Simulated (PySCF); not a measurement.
CH4Si.

```xyz
6

C      0.0000     0.0000    -1.1520
Si     0.0000     0.0000     0.5489
H      0.0000    -0.9153    -1.7295
H      0.0000     0.9153    -1.7295
H      0.0000     1.2405     1.3431
H      0.0000    -1.2405     1.3431
```

Coordinates come from a B3LYP-D3(BJ)/def2-TZVP optimisation.

Method: PySCF with PBE0/pcSseg-2. Non-relativistic, no solvent.

**Question.** Give the absolute GIAO shielding of each atom: isotropic value and principal components (ppm). (Estimate from the structure and the level; the computed values follow.)

**Answer.** 
| atom | σ(iso) | σ11 | σ22 | σ33 | span |
|---|---|---|---|---|---|
| C1 | 63.9 | -107.5 | 103.7 | 195.5 | 303.0 |
| Si2 | 266.1 | 47.0 | 357.8 | 393.6 | 346.6 |
| H3 | 25.6 | 20.0 | 26.4 | 30.3 | 10.3 |
| H4 | 25.6 | 20.0 | 26.4 | 30.3 | 10.3 |
| H5 | 26.3 | 23.8 | 24.1 | 30.8 | 7.0 |
| H6 | 26.3 | 23.8 | 24.1 | 30.8 | 7.0 |
